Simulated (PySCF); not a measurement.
# C: excitation energy

C [He] 2s2 2p2 (3P) → C [He] 2s2 2p1 3s1, s spin flipped, as a difference of total energies. All numbers are calculated (PySCF 2.14, the spin-free X2C one-electron Hamiltonian (Gaussian nucleus), in aug-cc-pCVTZ-DK (7s6p4d2f, 59 functions)). Correlated levels: valence: 1s2 frozen. The calculations carry no spin-orbit coupling.

```csv
method,excitation energy (eV)
UHF,7.696
MP2 (valence),7.960
SCS-MP2 (valence),7.843
```

**Question.** How much does correlation contribute at MP2 (valence)?

**Answer.** 7.960 − (7.696) = 0.264 eV, measured against UHF.

The upper determinant mixes two multiplicities, so it lies between the two terms.

The promoted electron is Rydberg-like, and one or two diffuse shells describe it only roughly, which tends to raise the upper state.
